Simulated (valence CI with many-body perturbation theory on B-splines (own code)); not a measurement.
Br²¹⁺: electric-dipole lines

Method: valence CI with perturbative core correlation (CI+MBPT): four valence electrons over a frozen Dirac-Fock core [Ne], radial functions for each j: 11 s, 11 p, 9 d, 7 f, 5 g, 2 h, 1 i, with the one-electron correlation potential Σ1, the two-electron term Σ2, the three-electron term Σ3, Breit, model QED; selected CI, second order for the rest (own B-spline code, finite nucleus).

No measured spectrum was set against this ion. As an estimate, levels of excited configurations hold to 0.05 to 0.15 % of their energy, terms of the ground configuration to about 0.5 %.

Lines 51 to 100 of 215 in falling wavelength, among levels below 1429100 cm⁻¹, chosen from the strongest by gf and those to the six lowest levels. Wavelengths and rates use the calculated energies, so an error of 300 cm⁻¹ moves a line at 17.62 nm by 0.053 % and its rate by three times that or more. Electric multipoles are in the length gauge, E1 and E2 with the static RPA response of the core. Weak lines are less certain than strong ones. Lines between different terms over intervals too small for the method are left out, as are lines whose strength nearly cancels. Where a level lies close to another of its J and parity, the split of strength between their lines is uncertain. The highest levels of a list are the least certain.

Names give the largest LS component (configuration and term), which can be under half, so a name can repeat, a term be missing and a line seem to break the LS rules; names also repeat where a configuration has a term twice. Letters in brackets count levels of one name in rising energy.

| λ vac (nm) | Upper | Lower | A (s⁻¹) | S (a.u.) |
| --- | --- | --- | --- | --- |
| 17.62 | 3s.3p2.3d 3P_2 [a] | 3s.3p3 3P°_2 [b] | 2.47e+09 | 3.33e-02 |
| 17.58 | 3s.3p2.3d 3G_3 | 3s2.3p.3d 3F°_2 | 1.35e+10 | 2.54e-01 |
| 17.53 | 3s.3p3 3P°_0 | 3s2.3p2 3P_1 | 1.14e+10 | 3.04e-02 |
| 17.45 | 3s.3p2.3d 3F_2 [b] | 3s2.3p.3d 3F°_2 | 7.95e+09 | 1.04e-01 |
| 17.39 | 3s.3p2.3d 1G_4 | 3s2.3p.3d 3F°_3 | 2.35e+09 | 5.48e-02 |
| 17.30 | 3s.3p3 3P°_2 [a] | 3s2.3p2 3P_1 | 9.75e+06 | 1.25e-04 |
| 17.30 | 3s.3p3 3P°_1 | 3s2.3p2 3P_1 | 9.45e+09 | 7.25e-02 |
| 17.30 | 3s.3p3 3S°_1 | 3s2.3p2 1D_2 | 1.49e+08 | 1.14e-03 |
| 17.29 | 3s.3p2.3d 3F_2 [c] | 3s2.3p.3d 3D°_1 | 1.20e+10 | 1.53e-01 |
| 17.23 | 3s2.3p.3d 3F°_2 | 3s2.3p2 1D_2 | 3.20e+09 | 4.04e-02 |
| 17.17 | 3s.3p2.3d 3P_2 [b] | 3s2.3p.3d 3P°_2 [a] | 2.12e+09 | 2.65e-02 |
| 17.14 | 3s.3p2.3d 1F_3 | 3s2.3p.3d 3F°_3 | 4.34e+09 | 7.54e-02 |
| 17.01 | 3p4 3P_1 | 3s.3p3 3D°_2 | 5.75e+09 | 4.19e-02 |
| 16.99 | 3p4 3P_0 | 3s.3p3 3D°_1 | 1.24e+10 | 3.01e-02 |
| 16.99 | 3s.3p2.3d 3D_2 [a] | 3s2.3p.3d 3F°_3 | 2.07e+09 | 2.51e-02 |
| 16.87 | 3s.3p2.3d 3D_3 | 3s2.3p.3d 3F°_2 | 3.63e+09 | 6.03e-02 |
| 16.84 | 3s.3p3 1P°_1 | 3s2.3p2 1S_0 | 7.70e+09 | 5.45e-02 |
| 16.83 | 3p4 3P_1 | 3s.3p3 3D°_1 | 3.18e+09 | 2.24e-02 |
| 16.81 | 3s.3p2.3d 3F_3 [c] | 3s2.3p.3d 3P°_2 [a] | 2.18e+10 | 3.58e-01 |
| 16.77 | 3s.3p2.3d 3F_2 [c] | 3s.3p3 1P°_1 | 4.07e+09 | 4.74e-02 |
| 16.64 | 3s.3p2.3d 5D_2 | 3s.3p3 3D°_3 | 2.42e+09 | 2.75e-02 |
| 16.49 | 3s2.3p.3d 3F°_3 | 3s2.3p2 1D_2 | 1.37e+07 | 2.12e-04 |
| 16.47 | 3s.3p2.3d 3F_3 [b] | 3s2.3p.3d 3F°_3 | 3.22e+09 | 4.98e-02 |
| 16.41 | 3s.3p2.3d 1F_3 | 3s2.3p.3d 3F°_2 | 2.79e+09 | 4.26e-02 |
| 16.35 | 3s2.3p.3d 3D°_1 | 3s2.3p2 1S_0 | 3.96e+08 | 2.56e-03 |
| 16.35 | 3s.3p3 3P°_2 [b] | 3s2.3p2 3P_2 | 1.24e+08 | 1.34e-03 |
| 16.28 | 3s.3p2.3d 3D_2 [a] | 3s2.3p.3d 3F°_2 | 3.70e+09 | 3.94e-02 |
| 16.18 | 3s.3p2.3d 3G_3 | 3s.3p3 3P°_2 [b] | 7.41e+09 | 1.08e-01 |
| 16.04 | 3s.3p2.3d 5D_1 | 3s.3p3 3D°_2 | 3.63e+09 | 2.22e-02 |
| 15.85 | 3s.3p2.3d 3D_1 [b] | 3s2.3p.3d 3F°_2 | 1.73e+10 | 1.02e-01 |
| 15.73 | 3p4 3P_2 | 3s.3p3 5S°_2 | 4.44e+08 | 4.27e-03 |
| 15.72 | 3s.3p3 3P°_1 | 3s2.3p2 3P_0 | 3.10e+09 | 1.79e-02 |
| 15.72 | 3s.3p3 3P°_2 [b] | 3s2.3p2 3P_1 | 5.04e+08 | 4.84e-03 |
| 15.59 | 3s.3p2.3d 3P_2 [b] | 3s2.3p.3d 3F°_3 | 1.60e+10 | 1.50e-01 |
| 15.58 | 3s.3p2.3d 3D_3 | 3s.3p3 3P°_2 [b] | 2.87e+09 | 3.74e-02 |
| 15.55 | 3s.3p2.3d 3D_2 [b] | 3s2.3p.3d 3F°_2 | 3.67e+09 | 3.40e-02 |
| 15.37 | 3s.3p2.3d 3F_2 [c] | 3s2.3p.3d 3F°_3 | 3.01e+09 | 2.70e-02 |
| 15.29 | 3s.3p2.3d 3F_3 [c] | 3s2.3p.3d 3F°_3 | 2.01e+10 | 2.48e-01 |
| 15.19 | 3s.3p3 3S°_1 | 3s2.3p2 3P_2 | 6.84e+10 | 3.55e-01 |
| 15.18 | 3s.3p2.3d 1F_3 | 3s.3p3 3P°_2 [b] | 1.94e+09 | 2.34e-02 |
| 15.14 | 3s.3p2.3d 3P_1 [a] | 3s.3p3 3P°_2 [a] | 1.85e+10 | 9.50e-02 |
| 15.13 | 3s.3p3 1P°_1 | 3s2.3p2 1D_2 | 4.67e+10 | 2.40e-01 |
| 15.13 | 3s2.3p.3d 3F°_2 | 3s2.3p2 3P_2 | 3.25e+09 | 2.78e-02 |
| 15.06 | 3s.3p2.3d 5F_1 | 3s.3p3 5S°_2 | 9.59e+07 | 4.85e-04 |
| 15.02 | 3s2.3p.3d 3P°_2 [a] | 3s2.3p2 1D_2 | 6.51e+09 | 5.45e-02 |
| 14.98 | 3s.3p2.3d 3P_2 [b] | 3s2.3p.3d 3F°_2 | 7.19e+09 | 5.97e-02 |
| 14.97 | 3s.3p2.3d 3P_1 [a] | 3s.3p3 3P°_0 | 4.87e+09 | 2.41e-02 |
| 14.88 | 3s2.3p.3d 3P°_1 | 3s2.3p2 1S_0 | 1.33e+08 | 6.49e-04 |
| 14.86 | 3s.3p2.3d 5P_3 | 3s.3p3 3D°_3 | 3.21e+09 | 3.64e-02 |
| 14.80 | 3s.3p2.3d 5F_2 | 3s.3p3 5S°_2 | 8.54e+08 | 6.83e-03 |
